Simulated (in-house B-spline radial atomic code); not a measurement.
Lu²⁺. Computed with a B-spline radial atomic code. Model: non-relativistic spherical atom: semilocal Troullier-Martins pseudo-atom, one channel per l, against all electrons, high spin, G0W0 and RPA with empty states to l = 8, local potential for every l without a channel, a model core (radius 0 = none) keeps its share of the functional.

Without relativity these are model numbers for so heavy an element.

What the tables leave out is listed at the end.

The pseudopotential gives back the lowest level of each angular momentum of its own functional in the configuration it was made in; a second state of the same l is only approximately right. Exact exchange, RPA and GW see the smooth pseudo-orbitals and miss the exchange with the core, for which the functional's share stands in. The column with an uncorrelated core keeps all orbitals and exact exchange, and so separates missing core correlation from pseudisation. Only the three outermost levels and the lowest empty one were computed. RPA here is direct RPA, with no exchange kernel, and its energies carry an (l + 1/2)⁻⁴ tail. A hybrid on a potential with a model core restores only its own semilocal share of the core's exchange.

Command:
```bash
python run_psgw.py task.json out
```
Settings (lengths in bohr, energies in hartree):
```
Z                      71
electrons              69
configuration          [Xe] 4f14 6s1
generated_in           [Xe] 4f14 5d1 6s2
functional             pbe,pbe
core_shells            8
radius_factor          1
core_correction        True
ion_configuration      [Xe] 4f14
```

Time taken, with all properties: 34 s on 1 thread of Intel(R) Xeon(R) 6975P-C (Granite Rapids), on a shared host.

Given: made with PBE; model core radius 0.31 bohr; local radius 0.65 bohr; mean-field start PBE0.

Valence shells of the generating configuration: 4d, 5s, 5p, 4f, 6s, 5d.

Channel: s 1.128, p 1.242, d 0.487, f 1.574 (radii in bohr).

Computed: largest level miss in the spin-unpolarised generating configuration 0.061 eV; valence RPA correlation energy pseudo -3.1006 hartree; all-electron RPA polarisability, core included 26.066 bohr³; pseudo-atom RPA polarisability 25.466 bohr³; ionisation by mean-field pseudo minus all 0.185 eV; ionisation by RPA all-electron 20.126 eV; ionisation by RPA pseudo minus all 0.31 eV.

```json
{"level": "6s up", "occupied": "1", "mean-field all-electron (eV)": "-17.402", "mean-field pseudo minus all (eV)": "-0.16", "G0W0 all-electron (eV)": "-20.135", "G0W0 uncorrelated core minus all (eV)": "-0.016", "G0W0 pseudo minus all (eV)": "-0.369", "exchange self-energy all-electron (eV)": "-9.8042", "exchange self-energy pseudo (eV)": "-9.8659"}
{"level": "4f down", "occupied": "?", "mean-field all-electron (eV)": "?", "mean-field pseudo minus all (eV)": "?", "G0W0 all-electron (eV)": "?", "G0W0 uncorrelated core minus all (eV)": "?", "G0W0 pseudo minus all (eV)": "?", "exchange self-energy all-electron (eV)": "?", "exchange self-energy pseudo (eV)": "?"}
{"level": "4f up", "occupied": "1", "mean-field all-electron (eV)": "-36.29", "mean-field pseudo minus all (eV)": "1.409", "G0W0 all-electron (eV)": "-42.305", "G0W0 uncorrelated core minus all (eV)": "0.16", "G0W0 pseudo minus all (eV)": "3.911", "exchange self-energy all-electron (eV)": "-80.639", "exchange self-energy pseudo (eV)": "-56.507"}
{"level": "5d up (empty)", "occupied": "0", "mean-field all-electron (eV)": "-16.678", "mean-field pseudo minus all (eV)": "0.103", "G0W0 all-electron (eV)": "-13.617", "G0W0 uncorrelated core minus all (eV)": "0.005", "G0W0 pseudo minus all (eV)": "0.372", "exchange self-energy all-electron (eV)": "-8.8633", "exchange self-energy pseudo (eV)": "-7.4943"}
```

What belongs in the row 4f down?

occupied: 1; mean-field all-electron (eV): -36.26; mean-field pseudo minus all (eV): 1.433; G0W0 all-electron (eV): -42.28; G0W0 uncorrelated core minus all (eV): 0.161; G0W0 pseudo minus all (eV): 3.953; exchange self-energy all-electron (eV): -80.663; exchange self-energy pseudo (eV): -56.453.

What is the ionisation by mean-field all-electron?

19.621 eV.

What is the valence RPA correlation energy all-electron orbitals?

-2.7106 hartree.

Among the listed levels the largest G0W0 shift of the pseudo-atom is +3.95 eV, for 4f down on the PBE0 start, while leaving the core uncorrelated moves that level by +0.16 eV. So pseudisation and the lost core exchange, not the missing core correlation, make the error. Not in the tables (levels of low weight, unsolved or above zero; the highest and the empty levels are kept at any weight): the PBE start was refused, since an empty level lay at or below an occupied one; no Hartree-Fock pseudo-atom is run with a model core.
